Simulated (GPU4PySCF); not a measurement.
Cu(MeCN)4 (C8H12CuN4), SMILES [N](->[Cu+](<-[N]#CC)(<-[N]#CC)<-[N]#CC)#CC, charge +1, multiplicity 1.

Geometry: PBE0-D3(BJ)/def2-TZVP. The spin state was assumed, not searched. The isomer is the one that the SMILES or the coordinates give; other isomers of the formula were not compared.

Method: B3LYP/def2-TZVPD (GPU4PySCF).

The molecule is in vacuum.

Computed frontier levels, gap, dipole moment and polarisability:
```
Item                                                                 Result
------------------------------------------------  -------------------------
highest occupied level                                             -9.01 eV
lowest empty level                                                 -2.93 eV
orbital gap                                                         6.09 eV
dipole moment about the centre of nuclear charge                     0.01 D
mean static polarisability                           146.5 bohr³ (21.71 Å³)
polarisability, principal values                  146.4, 146.5, 146.6 bohr³
```
